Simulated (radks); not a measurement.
The numbers below are computed, except where a source is named.
All-electron atom: O IV in [He] 2s1.5 2p1.5 (fractional occupations, a model configuration). Code: a radial shooting solver on a logarithmic mesh with Libxc functionals. Model: scalar-relativistic Kohn-Sham, PBE, spin-unpolarised, spherical densities, finite nucleus; Fermi nuclear charge, rms radius 2.6991 fm.

Unscreened Slater integrals over Kohn-Sham orbitals (cm^-1).

F0(2p,2p): 217220
F2(2p,2p): 101730
F0(2p,2s): 208490
G1(2p,2s): 126030
F0(2p,1s): 301750
G1(2p,1s): 40001
F0(2s,2s): 202760
F0(2s,1s): 284800
G0(2s,1s): 23680
F0(1s,1s): 1039100

Derived for the open shells (J is the average intra-shell exchange parameter used in DFT+U). 2p: J = F2/5 = 20350 cm^-1.
